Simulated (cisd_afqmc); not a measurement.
Input (AFQMC/CISD/def2-SVP; cisd_afqmc is a phaseless AFQMC code with CISD trial states that reads the integrals written by Ansatz):

Ansatz 0.2 input:
```python
import cisd_afqmc

open("ham.yaml", "w").write("""\
crystal:
  periodic: [false, false, false]
  atoms:
    - {symbol: Ga, position_ang: [-0.00000000, -0.00000000, -0.80876693]}
    - {symbol: P, position_ang: [0.00000000, 0.00000000, 1.67145166]}
basis:
  gaussian:
    orbitals: def2-SVP
magnetization: {spin_polarized: true, initial_magnetization: 2}
correlation: {method: ccsd, electrons: outside_noble_gas, hamiltonian_folder: ham}
""")
rep = cisd_afqmc.ansatz("ham.yaml")
e_ccsd = rep["correlation"]["coupled_cluster"]["energy"]["hartree"]
out = cisd_afqmc.run("ham", e_ccsd, trial="CISD", walkers=200, populations=8, threads=8, dt=0.005, steps=40, early=24, settle=10, least=32,
    cut=5e-5, rank_cut=2e-4, target=0.0004, seconds=1500, seed=1, memory=17280, gpu=False)
```

Output:

```
orbitals 31, occupied [5, 3], factors 169 of 477, rank of the doubles 115 of 214
E(HF) = -2263.605062
E(CCSD) on the cut factors = -2263.747899, shift to the whole factors -0.000002
Energy of the trial state on the determinant = -2263.747769
  tau behind 7.2 of longer steps, mean of the populations' last blocks
   2.0  -2263.75342
   4.0  -2263.75324
   6.0  -2263.75287
   8.0  -2263.75268
blocks 379 (3 outliers left out), error by blocks joined: 1: 0.00007, 2: 0.00009, 4: 0.00011, 8: 0.00014, 16: 0.00019
E(AFQMC/CISD) = -2263.75286 +/- 0.00019
```

The error still grows at the longest joins of blocks, or few joins were possible, so the printed bar may be too narrow.
